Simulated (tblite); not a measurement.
C₈H₆N (doublet state).
Geometry (GFN2-xTB, Å), atoms numbered from 1 in this order:
```xyz
15
C8H6N angstrom
C      3.0841   -0.8120   -0.5424
C      1.9074   -0.6008   -0.3935
C      0.5515   -0.3014   -0.1896
C     -0.4418   -1.1431   -0.6678
C     -1.7779   -0.8449   -0.4663
C     -2.1475    0.3158    0.2276
C     -1.1979    1.1675    0.7130
C      0.2003    0.9098    0.5327
N      1.0455    1.7669    1.0202
H      4.1027   -1.0194   -0.6856
H     -0.1586   -2.0393   -1.2023
H     -2.5394   -1.5094   -0.8459
H     -3.1960    0.5304    0.3745
H     -1.4570    2.0662    1.2497
H      2.0202    1.5217    0.8539
```

Computed values, GFN2-xTB/tblite, gas phase, harmonic and unscaled. Errors from tens to a few hundred cm⁻¹ against measured bands are possible. One conformer, not necessarily the lowest. Open shells enter through the occupations alone, without spin polarisation, and single modes of such species can be off by tens of per cent.

Harmonic wavenumbers (cm⁻¹): 96.7, 123.9, 178.0, 313.4, 356.5, 414.5, 416.2, 464.6, 508.8, 544.5, 616.0, 648.8, 664.0, 719.2, 734.2, 767.7, 840.4, 863.7, 904.0, 922.2, 1056.4, 1070.0, 1156.9, 1163.9, 1224.7, 1257.7, 1320.0, 1367.5, 1410.2, 1468.3, 1498.7, 1567.8, 2209.3, 3071.9, 3078.9, 3093.8, 3111.0, 3332.0, 3391.9.

A = 3136, B = 1518, C = 1023 MHz; mass 116.050 u (most abundant isotopes); point group Cs, symmetry number 1; spin multiplicity 2.

Problem. Zero-point energy?

Solution. ½Σν̃ = 23974 cm⁻¹ = 286.79 kJ/mol.

Problem. Entropy at 400 K, 1 bar (ideal gas, RRHO, classical rotation)?

Solution. Translation 174.25, rotation 123.25, vibration 111.43, spin (R ln 2) 5.76: S = 414.7 J/(mol K).

Problem. And Cp and H(400 K) − H(0)?

Solution. Cp = 173.23 J/(mol K), of which vibrations give 139.97 (their classical limit is 39 R = 324.3); H(400 K) − H(0) = 39.27 kJ/mol without the zero-point energy, 25.97 from vibrations.

Problem. Which modes carry the vibrational entropy at 400 K?

Solution. 96.7 cm⁻¹: 17.14; 123.9 cm⁻¹: 15.10; 178.0 cm⁻¹: 12.16; 313.4 cm⁻¹: 7.75; 356.5 cm⁻¹: 6.79; 414.5 cm⁻¹: 5.72 J/(mol K); the other 33 give 46.77 together.

Problem. What must be added to the electronic energy to get the Gibbs energy at 400 K and 1 bar?

Solution. ZPE + [H(400 K) − H(0)] − T·S = 286.79 + 39.27 − 165.88 = 160.18 kJ/mol.

Problem. How do the functions run with temperature in this model?

Solution. 
```json
{"T (K)": "100", "S (J/(mol K))": "271.6", "Cp (J/(mol K))": "57.7", "H − H(0) (kJ/mol)": "4.30", "G − H(0) (kJ/mol)": "-22.87", "ln q(vib)": "0.58"}
{"T (K)": "200", "S (J/(mol K))": "323.0", "Cp (J/(mol K))": "96.6", "H − H(0) (kJ/mol)": "11.93", "G − H(0) (kJ/mol)": "-52.67", "ln q(vib)": "1.97"}
{"T (K)": "300", "S (J/(mol K))": "370.1", "Cp (J/(mol K))": "137.6", "H − H(0) (kJ/mol)": "23.67", "G − H(0) (kJ/mol)": "-87.35", "ln q(vib)": "3.70"}
{"T (K)": "500", "S (J/(mol K))": "456.5", "Cp (J/(mol K))": "201.8", "H − H(0) (kJ/mol)": "58.08", "G − H(0) (kJ/mol)": "-170.19", "ln q(vib)": "7.57"}
{"T (K)": "800", "S (J/(mol K))": "564.7", "Cp (J/(mol K))": "257.0", "H − H(0) (kJ/mol)": "127.78", "G − H(0) (kJ/mol)": "-324.01", "ln q(vib)": "13.46"}
{"T (K)": "1000", "S (J/(mol K))": "624.6", "Cp (J/(mol K))": "279.5", "H − H(0) (kJ/mol)": "181.55", "G − H(0) (kJ/mol)": "-443.08", "ln q(vib)": "17.15"}
```

q(vib) and H(0) count from the zero-point level.

Hindered rotation and anharmonicity are outside this model. Other conformers, if any are populated, would add a mixing term that is left out.
